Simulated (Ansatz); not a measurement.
Basis sets compared for SiCl(NHMe)3 (C3H12ClN3Si). The state is a singlet with charge 0. Geometry r2SCAN-D4/def2-SVP. Ansatz on 4 threads of Intel Xeon on a shared host; times are rough, and most runs start from earlier orbitals.

```csv
atom,x (Å),y (Å),z (Å)
Si1,-0.024,-0.003,0.022
Cl2,-0.512,0.131,2.077
N3,0.660,1.494,-0.450
C4,0.267,2.815,-0.002
H5,1.561,1.449,-0.917
H6,0.122,3.515,-0.844
H7,-0.687,2.752,0.543
H8,1.000,3.269,0.692
N9,-1.463,-0.344,-0.845
C10,-2.525,-1.233,-0.416
H11,-1.745,0.353,-1.529
H12,-2.939,-1.813,-1.261
H13,-2.130,-1.957,0.314
H14,-3.365,-0.707,0.079
N15,1.114,-1.266,-0.194
C16,2.229,-1.553,0.687
H17,0.805,-2.053,-0.757
H18,3.112,-1.903,0.123
H19,2.526,-0.635,1.218
H20,1.996,-2.311,1.461
```

Binding counts from free atoms (Si triplet, Cl doublet, N quartet, C triplet, H doublet) in the same basis, without a counterpoise term.

```
           level  functions  energy (Eh)  HOMO (eV)  LUMO (eV)  binding per atom (eV)  wall time
       HF/STO-3G         60   -1020.7393      -8.08       9.80                   3.24      0.6 s
        HF/6-31G        104   -1032.2613     -10.19       5.05                   2.48      1.4 s
 PBE-D4/def2-SVP        180   -1034.4758      -5.19       0.60                   3.97      2.2 s
PBE0-D4/def2-SVP        180   -1034.5836      -6.64       1.49                   3.91      3.7 s
```

Question: Estimate the rows for PBE-D4/def2-TZVP, PBE0-D4/def2-TZVP (with forces).

Answer: 
| level | functions | energy (Eh) | HOMO (eV) | LUMO (eV) | binding per atom (eV) | wall time |
| --- | --- | --- | --- | --- | --- | --- |
| PBE-D4/def2-TZVP | 332 | -1035.0707 | -5.44 | -0.01 | 3.96 | 4.3 s |
| PBE0-D4/def2-TZVP (with forces) | 332 | -1035.1682 | -6.82 | 0.82 | 3.89 | 15 s |
